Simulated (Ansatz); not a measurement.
Nudged elastic band run: ClF$_{4}$H$_{2}$Ta

Input file:

```yaml
crystal:
  periodic: [false, false, false]
  atoms:
    - { symbol: Ta, position_ang: [-0.041439, 0.431062, 0.009333] }
    - { symbol: Cl, position_ang: [2.228704, 0.679821, 0.182708] }
    - { symbol: F, position_ang: [-0.416198, 0.85313, 1.821077] }
    - { symbol: F, position_ang: [-0.037578, -0.027605, -1.831891] }
    - { symbol: F, position_ang: [-0.9991, 1.968542, -0.459977] }
    - { symbol: F, position_ang: [-0.761555, -1.26688, 0.344207] }
    - { symbol: H, position_ang: [1.25191, -2.917143, 0.913491] }
    - { symbol: H, position_ang: [2.011556, -2.813427, 0.966852] }
basis:
  gaussian: { orbitals: def2-SVP }
hamiltonian:
  xc: pbe
neb:
  order_check: false
  images: 9
  f_tol: 0.03
  max_iterations: 60
  initial_path: linear
  final_atoms:
    - { symbol: Ta, position_ang: [-0.40338338, -0.25930615, 0.1335551] }
    - { symbol: Cl, position_ang: [2.70515116, 0.06711005, 0.36319922] }
    - { symbol: F, position_ang: [-0.40893631, 0.00415274, 2.00958064] }
    - { symbol: F, position_ang: [-0.04518742, -0.86261507, -1.62626182] }
    - { symbol: F, position_ang: [0.16288353, 1.50355921, -0.22943719] }
    - { symbol: F, position_ang: [-2.22245702, -0.66640259, 0.04842472] }
    - { symbol: H, position_ang: [0.52879449, -1.70147561, 0.57201843] }
    - { symbol: H, position_ang: [2.91943493, -1.17752258, 0.67472091] }
```

Command:

```bash
$ ansatz run input.yaml --threads 4 --pin off --max-ram 5120MiB --backend cpu --events-out ev --progress --plain --runs-dir out
```

Output, in part (warnings, iteration lines, the closing report on the highest movable image, with atoms numbered from 0):

```
NEB end point (image 0): max|allowed force component| = 2.577e-2 eV/Å (the criterion of neb.relax_end_points is 1.000e-2)
NEB end point (image 10): max|allowed force component| = 1.494e-2 eV/Å (the criterion of neb.relax_end_points is 1.000e-2)
NEB iter   1: max|band force component| = 1.233e1 eV/Å  barrier→ = 5.8606 eV  barrier← = 4.6405 eV  Δτ_max = 0.2000 Å  (347 SCF iters)
NEB iter   2: max|band force component| = 5.740e0 eV/Å  barrier→ = 3.3927 eV  barrier← = 2.1727 eV  Δτ_max = 0.2000 Å  (356 SCF iters)
NEB iter   3: max|band force component| = 9.875e0 eV/Å  barrier→ = 2.3674 eV  barrier← = 1.1473 eV  Δτ_max = 0.1046 Å  (322 SCF iters)
NEB iter   4: max|band force component| = 4.551e0 eV/Å  barrier→ = 1.9753 eV  barrier← = 0.7553 eV  Δτ_max = 0.1019 Å  (300 SCF iters)
NEB iter   5: max|band force component| = 2.075e0 eV/Å  barrier→ = 1.6575 eV  barrier← = 0.4374 eV  Δτ_max = 0.2000 Å  (285 SCF iters)
NEB iter   6: max|band force component| = 1.446e0 eV/Å  barrier→ = 1.4741 eV  barrier← = 0.2540 eV  Δτ_max = 0.2000 Å  (305 SCF iters)
NEB iter   7: max|band force component| = 2.327e0 eV/Å  barrier→ = 1.3768 eV  barrier← = 0.1567 eV  Δτ_max = 0.1046 Å  (310 SCF iters)
NEB iter   8: max|band force component| = 8.874e-1 eV/Å  barrier→ = 1.2969 eV  barrier← = 0.0769 eV  Δτ_max = 0.1582 Å  (297 SCF iters)
NEB iter   9: max|band force component| = 6.284e-1 eV/Å  barrier→ = 1.2807 eV  barrier← = 0.0606 eV  Δτ_max = 0.0517 Å  (284 SCF iters)
NEB iter  10: max|band force component| = 4.843e-1 eV/Å  barrier→ = 1.2743 eV  barrier← = 0.0542 eV  CI = image 8  Δτ_max = 0.0995 Å  (278 SCF iters)
NEB iter  11: max|band force component| = 1.026e-1 eV/Å  barrier→ = 1.2789 eV  barrier← = 0.0588 eV  CI = image 8  Δτ_max = 0.0300 Å  (278 SCF iters)
NEB iter  12: max|band force component| = 7.967e-2 eV/Å  barrier→ = 1.2749 eV  barrier← = 0.0548 eV  CI = image 8  Δτ_max = 0.0347 Å  (272 SCF iters)
NEB iter  13: max|band force component| = 5.168e-2 eV/Å  barrier→ = 1.2721 eV  barrier← = 0.0520 eV  CI = image 8  Δτ_max = 0.0357 Å  (274 SCF iters)
NEB iter  14: max|band force component| = 4.090e-2 eV/Å  barrier→ = 1.2723 eV  barrier← = 0.0522 eV  CI = image 8  Δτ_max = 0.0232 Å  (278 SCF iters)
NEB iter  15: max|band force component| = 1.749e-2 eV/Å  barrier→ = 1.2718 eV  barrier← = 0.0518 eV  CI = image 8  Δτ_max = 0.0000 Å  (545 SCF iters)
Total energy: -24954.83337945 eV, -917.0732117012 hartree
Atom 0 at    -0.260584    -0.458498     0.193609 Å, force     0.011583    -0.005032     0.002709 eV/Å
Atom 1 at     2.455377     0.749001     0.177516 Å, force     0.005630     0.005262    -0.000555 eV/Å
Atom 2 at    -0.197374    -0.185020     2.063408 Å, force    -0.002843     0.002153     0.002818 eV/Å
Atom 3 at     0.166276    -1.050012    -1.550754 Å, force    -0.002514     0.000957    -0.004648 eV/Å
Atom 4 at    -0.497160     1.348875    -0.262563 Å, force    -0.000989    -0.004861     0.000576 eV/Å
Atom 5 at    -1.847839    -1.432932     0.267182 Å, force     0.002857     0.000170     0.000423 eV/Å
Atom 6 at     1.162315    -1.512621     0.588975 Å, force    -0.014095     0.001236    -0.001478 eV/Å
Atom 7 at     2.255288    -0.551293     0.468428 Å, force     0.000371     0.000113     0.000157 eV/Å
Dipole moment:     0.107353    -0.103638     0.035482 e Å
```

It converged. Another band between the same ends (9 images) ends at a top of the same energy, where a vibrational analysis finds 1 clearly imaginary mode. The orbitals stay closed-shell, which can raise the energy where a bond breaks towards radicals; this wasn't checked here.

Final band (atoms are numbered from 1 in the order of the input):

```
image  path coordinate (Å)  energy (eV)  Ta1–Cl2 (Å)  H7–H8 (Å)  Ta1–H7 (Å)
    0                 0.00         0.00         2.29       0.77        3.70
    1                 0.54         0.01         2.30       0.77        3.43
    2                 1.09         0.04         2.31       0.77        3.11
    3                 1.63         0.06         2.33       0.77        2.81
    4                 2.17         0.05         2.35       0.77        2.56
    5                 2.71         0.14         2.36       0.78        2.47
    6                 3.26         0.48         2.43       0.80        2.18
    7                 3.80         1.12         2.64       0.98        1.94
    8                 4.34         1.27         2.97       1.46        1.81
    9                 4.81         1.25         3.07       1.94        1.78
   10                 5.28         1.22         3.13       2.45        1.77
```

Run time: 2.7 min on 4 threads of Arm Neoverse V2, with other jobs on the host, peak memory 0.17 GiB.
